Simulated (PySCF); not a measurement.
**Atomic charges against the basis set**

Compound: H6O2Si2.
Cartesian coordinates in Å at the PBE0-D3(BJ)/def2-SVP level; atoms count from 1:
```xyz
10
H6O2Si2 angstrom
O      2.3818   -0.4938   -0.1436
Si     0.8658   -1.1227    0.0549
O     -0.2477    0.0879    0.1933
Si    -1.7754    0.6822    0.4056
H      2.7401    0.0235    0.5833
H      0.6032   -1.9257   -1.1656
H      0.7842   -1.9557    1.2923
H     -2.6636    0.2453   -0.7131
H     -1.7100    2.1710    0.4325
H     -2.3477    0.1910    1.6960
```

PBE0 throughout (PySCF), one geometry, spherical d and f functions. Geometry: PBE0-D3(BJ)/def2-SVP, one conformer, isolated molecule. Atoms taken as equivalent share a column and are averaged.

Mulliken charges (e):

| basis | functions | O1 | Si2 | O3 | Si4 | H5 | H6/H7 | H8/H9/H10 |
| --- | --- | --- | --- | --- | --- | --- | --- | --- |
| pcSseg-0 | 56 | -0.839 | +1.246 | -1.057 | +0.840 | +0.394 | -0.137 | -0.104 |
| 6-31G* | 76 | -0.728 | +0.832 | -0.667 | +0.593 | +0.444 | -0.107 | -0.087 |
| cc-pVDZ | 94 | -0.345 | +0.614 | -0.507 | +0.453 | +0.172 | -0.094 | -0.067 |
| def2-SVP | 94 | -0.407 | +0.754 | -0.585 | +0.588 | +0.197 | -0.124 | -0.099 |
| aug-cc-pVDZ | 154 | -0.616 | +0.717 | -1.146 | -0.161 | +0.120 | +0.219 | +0.216 |
| 6-311+G(2d,p) | 160 | -0.688 | +1.137 | -1.088 | +0.737 | +0.275 | -0.081 | -0.071 |
| def2-TZVP | 172 | -0.524 | +0.469 | -0.362 | +0.281 | +0.324 | -0.048 | -0.031 |
| cc-pVTZ | 212 | -0.345 | +0.419 | -0.316 | +0.268 | +0.198 | -0.057 | -0.036 |
| IGLO-III | 218 | -0.611 | +1.042 | -0.627 | +0.850 | +0.264 | -0.191 | -0.179 |

IAO charges (e):

| basis | functions | O1 | Si2 | O3 | Si4 | H5 | H6/H7 | H8/H9/H10 |
| --- | --- | --- | --- | --- | --- | --- | --- | --- |
| pcSseg-0 | 56 | -0.726 | +1.061 | -0.815 | +0.704 | +0.344 | -0.133 | -0.101 |
| 6-31G* | 76 | -0.770 | +1.175 | -0.869 | +0.843 | +0.360 | -0.163 | -0.138 |
| cc-pVDZ | 94 | -0.767 | +1.164 | -0.865 | +0.833 | +0.363 | -0.161 | -0.135 |
| def2-SVP | 94 | -0.764 | +1.180 | -0.863 | +0.852 | +0.358 | -0.168 | -0.142 |
| aug-cc-pVDZ | 154 | -0.791 | +1.173 | -0.873 | +0.834 | +0.374 | -0.158 | -0.134 |
| 6-311+G(2d,p) | 160 | -0.799 | +1.208 | -0.891 | +0.870 | +0.375 | -0.168 | -0.142 |
| def2-TZVP | 172 | -0.799 | +1.222 | -0.896 | +0.881 | +0.373 | -0.172 | -0.146 |
| cc-pVTZ | 212 | -0.795 | +1.208 | -0.889 | +0.866 | +0.373 | -0.168 | -0.142 |
| IGLO-III | 218 | -0.802 | +1.217 | -0.894 | +0.878 | +0.375 | -0.170 | -0.144 |

Hirshfeld charges (e):

```
        basis  functions      O1     Si2      O3     Si4      H5   H6/H7  H8/H9/H10
     pcSseg-0         56  -0.326  +0.490  -0.344  +0.413  +0.183  -0.088     -0.080
       6-31G*         76  -0.303  +0.434  -0.314  +0.378  +0.186  -0.078     -0.075
      cc-pVDZ         94  -0.295  +0.439  -0.299  +0.382  +0.179  -0.084     -0.079
     def2-SVP         94  -0.300  +0.445  -0.297  +0.388  +0.181  -0.087     -0.082
  aug-cc-pVDZ        154  -0.310  +0.461  -0.327  +0.392  +0.173  -0.079     -0.077
6-311+G(2d,p)        160  -0.310  +0.459  -0.326  +0.395  +0.176  -0.080     -0.078
    def2-TZVP        172  -0.307  +0.450  -0.313  +0.386  +0.179  -0.081     -0.078
      cc-pVTZ        212  -0.304  +0.448  -0.309  +0.384  +0.177  -0.081     -0.078
     IGLO-III        218  -0.306  +0.446  -0.311  +0.381  +0.175  -0.078     -0.076
```

ESP-fitted charges (e):

```csv
basis,functions,O1,Si2,O3,Si4,H5,H6/H7,H8/H9/H10
pcSseg-0,56,-0.855,+1.157,-0.667,+0.759,+0.484,-0.213,-0.151
6-31G*,76,-0.665,+0.670,-0.400,+0.455,+0.438,-0.112,-0.091
cc-pVDZ,94,-0.614,+0.634,-0.364,+0.392,+0.405,-0.109,-0.078
def2-SVP,94,-0.649,+0.732,-0.406,+0.472,+0.415,-0.135,-0.098
aug-cc-pVDZ,154,-0.624,+0.646,-0.354,+0.394,+0.397,-0.108,-0.081
"6-311+G(2d,p)",160,-0.660,+0.660,-0.355,+0.378,+0.421,-0.108,-0.076
def2-TZVP,172,-0.641,+0.655,-0.344,+0.384,+0.414,-0.114,-0.080
cc-pVTZ,212,-0.614,+0.646,-0.350,+0.401,+0.398,-0.114,-0.084
IGLO-III,218,-0.623,+0.633,-0.345,+0.393,+0.402,-0.108,-0.082
```

Some averages cover members that differ in this geometry, most widely: H6/H7, ESP-fitted in 6-311+G(2d,p) -0.137 to -0.079; H6/H7, ESP-fitted in IGLO-III -0.137 to -0.079; H6/H7, ESP-fitted in aug-cc-pVDZ -0.136 to -0.079; H6/H7, ESP-fitted in def2-TZVP -0.142 to -0.085 e.

Which scheme is steadiest as the basis changes?

Largest range over the bases for any column: Hirshfeld 0.06 e, IAO 0.18 e, ESP-fitted 0.52 e, Mulliken 1.01 e. Hirshfeld charges move least and Mulliken charges most, counted in e.

How much do the charges still move between the two largest bases, cc-pVTZ and IGLO-III?

At most, over all atoms: Mulliken 0.623 e, IAO 0.012 e, Hirshfeld 0.004 e, ESP-fitted 0.013 e.

What do the same runs give for the total energy, the frontier levels and the dipole moment?

```csv
basis,energy (Eh),HOMO (eV),LUMO (eV),μ (D)
pcSseg-0,-731.6628,-8.39,0.60,1.84
6-31G*,-732.6910,-8.41,0.50,1.43
cc-pVDZ,-732.7280,-8.38,0.55,1.26
def2-SVP,-732.4382,-8.46,0.65,1.33
aug-cc-pVDZ,-732.7486,-8.52,-0.34,1.21
"6-311+G(2d,p)",-732.8193,-8.60,-0.23,1.31
def2-TZVP,-732.8443,-8.59,0.08,1.27
cc-pVTZ,-732.8359,-8.55,0.23,1.20
IGLO-III,-732.8451,-8.58,0.19,1.22
```

The dipole is fixed by the density alone, so its range of 0.64 D shows that the density itself changes with the basis, not only its division among atoms.
